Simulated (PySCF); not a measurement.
Al(F)(Br)(OMe) (CH₃AlBrFO), SMILES C[O][Al]([F])[Br].

The structure is a stationary point at B3LYP-D3(BJ)/def2-SVP. One conformer was computed; it need not be the lowest.

Two levels are set side by side: PBE/def2-TZVP (PySCF) and M06-2X/def2-TZVP (PySCF). Same geometry, gas phase. Differences are taken from unrounded values.

| quantity | M06-2X | PBE | PBE minus M06-2X |
|---|---|---|---|
| orbital gap (eV) | 9.59 | 5.16 | -4.44 |
| highest occupied level (eV) | -10.12 | -7.12 | 3.00 |
| lowest empty level (eV) | -0.52 | -1.96 | -1.43 |
| dipole moment (D) | 2.14 | 2.01 | -0.14 |
| mean polarisability (bohr³) | 54.4 | 58.7 | 4.4 |

Without exact exchange PBE keeps part of each electron's self-repulsion, which lifts occupied levels and narrows the gap. PBE's more diffuse valence density responds more strongly to a field. Differences between two approximate levels are no errors against the true value.

Rough cost on one machine, each run with all the roots and properties that it gave: M06-2X against PBE about 4 times.
